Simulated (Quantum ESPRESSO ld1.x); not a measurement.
Results of a calculation; reference values are marked as such.
Kr13+, 23 electrons, occupied as [Ar] 3d4 5s1 (not the ground configuration).

Level of theory: scalar-relativistic Kohn-Sham, LDA (Slater exchange, VWN5 correlation), spin-unpolarised, spherical densities, point nucleus (ld1.x of Quantum ESPRESSO 7.5).

Energy parts (eV):
total: -73471.50
kinetic: 75201.28
electron-nucleus: -168079.09
Hartree: 21558.00
exchange-correlation: -2151.69

Orbitals (lengths in bohr, moments of r in powers of bohr; r(max) is where P^2 peaks):
orbital,occ.,eigenvalue (eV),<r^4>,r(max)
1s,2,-14553.2,0.00001393,0.02712
2s,2,-2280.41,0.002689,0.1544
2p,6,-2067.25,0.001935,0.1234
3s,2,-626.545,0.1188,0.4508
3p,6,-557.688,0.1246,0.4415
3d,4,-448.630,0.1139,0.3729
5s,1,-150.663,19.48,1.895

The highest occupied level is 5s at -150.66 eV. Summed over all electrons, <r^2> = 7.347 bohr^2, which gives a Langevin (diamagnetic) susceptibility term of -5.82 x 10^-6 cm^3/mol.
